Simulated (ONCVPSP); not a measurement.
## What one change does to a pseudopotential (cerium, ONCV)

* Element: Ce (Z = 58)
* Generator: ONCVPSP 4.0.1
* Type: optimised norm-conserving Vanderbilt (ONCV)
* Functional: PW91
* Relativity: fully relativistic
* Frozen core: [Kr] 4d10
* Valence charge: 12
* Reference configuration: 4f0.5 5s2 5p6 5d1.5 6s2
* Partial waves: 5s+6s: rc 2.40 bohr, ncon 4, nbas 9, qcut 6.2 1/bohr, 2 projectors; 5p: rc 1.85 bohr, ncon 4, nbas 7, qcut 3.6 1/bohr, 2 projectors, debl 1.1 Ha; 5d: rc 3.55 bohr, ncon 3, nbas 7, qcut 4.1 1/bohr, 3 projectors, debl 3.7 Ha; 4f: rc 1.35 bohr, ncon 3, nbas 8, qcut 14.9 1/bohr, 2 projectors, debl 1.8 Ha
* Local potential: polynomial inside 1.00 bohr (lpopt 3, dvloc0 0 Ha)
* Core correction: none

Open shells are filled in proportion to 2j + 1.

Change: f: qcut 16.5.

Cutoffs: the cutoffs (Ha) at which the residual kinetic energy of the hardest occupied pseudo-wave falls to 1 and 0.1 mHa per electron; they do not see the model core or the augmentation charge, which bear on the density cutoff. Errors are all-electron minus pseudo energies relative to the spin-unpolarised reference configuration.

Predict the effect on cutoff, ghosts and configuration errors.

The potential gets harder (79 Ha and 89 Ha → 86 Ha and 97 Ha); both files keep a bound ghost (d, s); of the 4 tests that both files solve, the error grows in 0 and shrinks in 4 by more than 15 % and 0.3 meV (median size 41.5 → 32.5 meV). The waves are optimised to have the least kinetic energy above qcut, so the cutoff follows it (qcut²/2 in Ha).

| quantity | base | changed |
| --- | --- | --- |
| cutoff, loose | 79 Ha | 86 Ha |
| cutoff, tight | 89 Ha | 97 Ha |
| loose cutoff by channel | s 11 Ha, p 36 Ha, d 5.4 Ha, f 79 Ha | s 11 Ha, p 36 Ha, d 5.4 Ha, f 86 Ha |
| bound ghosts | s, d3/2 | s, d3/2 |
| GHOST(+) flags under 300 eV | p3/2 at 59.3 eV, p1/2 at 77.5 eV, d5/2 at 208.1 eV, d3/2 at 208.8 eV | p3/2 at 59.3 eV, p1/2 at 77.5 eV, d5/2 at 208.1 eV, d3/2 at 208.8 eV |
| error for 4f1 5s2 5p6 5d1 6s2, meV [ΔE -1.76 eV] | +23 | +14 |
| error for 4f1 5s2 5p6 5d1 6s1, meV [ΔE 4.35 eV] | +48 | +40 |
| error for 4f1 5s2 5p6 5d1 6s0, meV [ΔE 15.45 eV] | +48 | +40 |
| error for 4f1 5s2 5p6 5d0 6s0, meV [ΔE 34.69 eV] | +35 | +25 |
| s: phases at 2.43 bohr within 0.05 rad from the reference energy up to (Ha; the scan ends near 5) | 4.7 | 4.7 |
| p3/2: phases at 1.88 bohr within 0.05 rad from the reference energy up to (Ha; the scan ends near 5) | 2.1 | 2.1 |
| p1/2: phases at 1.88 bohr within 0.05 rad from the reference energy up to (Ha; the scan ends near 5) | 2.4 | 2.4 |
| d5/2: phases at 3.61 bohr within 0.05 rad from the reference energy up to (Ha; the scan ends near 5) | 0.0 | 0.0 |
| d3/2: phases at 3.61 bohr within 0.05 rad from the reference energy up to (Ha; the scan ends near 5) | -0.0 | -0.0 |
| f7/2: phases at 1.37 bohr within 0.05 rad from the reference energy up to (Ha; the scan ends near 5) | to the end of the scan | to the end of the scan |
| f5/2: phases at 1.37 bohr within 0.05 rad from the reference energy up to (Ha; the scan ends near 5) | to the end of the scan | to the end of the scan |

 A true bound ghost makes a file unfit for plane-wave use even where its test errors are small: the radial tests pick states by their node count and pass the ghost by.
